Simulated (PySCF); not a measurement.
# The first ionisation energy along the 5d series

All values are computed (PySCF 2.14, energy differences of UHF-based or UKS calculations, no spin-orbit coupling). Values in eV. The last column holds reference values (NIST; (s) semi-empirical, (t) theoretical, else measured). Unmarked ones compare directly (S terms, centres of terms, or small fine structure); those marked * lie between the lowest fine-structure levels and include a spin-orbit shift.

```tsv
element	configurations	UHF	PBE	MP2 (valence)	SCS-MP2 (valence)	CCSD (valence)	CCSD(T) (valence)	reference
Hf (aug-cc-pVTZ-PP with ECP60MDF, ECP)	[Xe] 4f14 5d2 6s2 → [Xe] 4f14 5d1 6s2	n/a	n/a	n/a	n/a	n/a	n/a	6.712
W (aug-cc-pVTZ-PP with ECP60MDF, ECP)	[Xe] 4f14 5d4 6s2 → [Xe] 4f14 5d4 6s1	5.886	7.484	7.237	7.511	7.374	7.522	7.825
Re (aug-cc-pVTZ-PP with ECP60MDF, ECP)	[Xe] 4f14 5d5 6s2 → [Xe] 4f14 5d5 6s1	5.925	7.551	7.370	7.668	7.431	7.561	7.834
Os (aug-cc-pVTZ-PP with ECP60MDF, ECP)	[Xe] 4f14 5d6 6s2 → [Xe] 4f14 5d6 6s1	6.524	8.307	8.091	8.322	8.065	8.208	8.473
Ir (aug-cc-pVTZ-PP with ECP60MDF, ECP)	[Xe] 4f14 5d7 6s2 → [Xe] 4f14 5d7 6s1	7.033	8.916	8.701	8.864	8.602	8.752	8.926
Pt (aug-cc-pVTZ-PP with ECP60MDF, ECP)	[Xe] 4f14 5d9 6s1 → [Xe] 4f14 5d9	7.568	9.340	9.012	8.790	8.747	8.850	8.959 *
Au (aug-cc-pVTZ-PP with ECP60MDF, ECP)	[Xe] 4f14 5d10 6s1 → [Xe] 4f14 5d10	7.681	9.539	9.179	8.977	8.919	9.041	9.226
Hg (aug-cc-pVTZ-PP with ECP60MDF, ECP)	[Xe] 4f14 5d10 6s2 → [Xe] 4f14 5d10 6s1	8.504	10.453	10.426	10.352	10.114	10.265	10.438
```

Question: Fill in the row of Ta (aug-cc-pVTZ-PP with ECP60MDF, ECP) ([Xe] 4f14 5d3 6s2 → [Xe] 4f14 5d3 6s1).

Answer: UHF 5.739; PBE 7.226; MP2 (valence) 6.950; SCS-MP2 (valence) 7.194; CCSD (valence) 7.144; CCSD(T) (valence) 7.267; reference 7.573 (eV).

"Valence" correlates the outer s and p shells and, in groups 3 to 12 and the f block, the outer d or f shell, open or full, or the next shell where the ion has no valence electron left; the wider scheme adds the next inner shell.
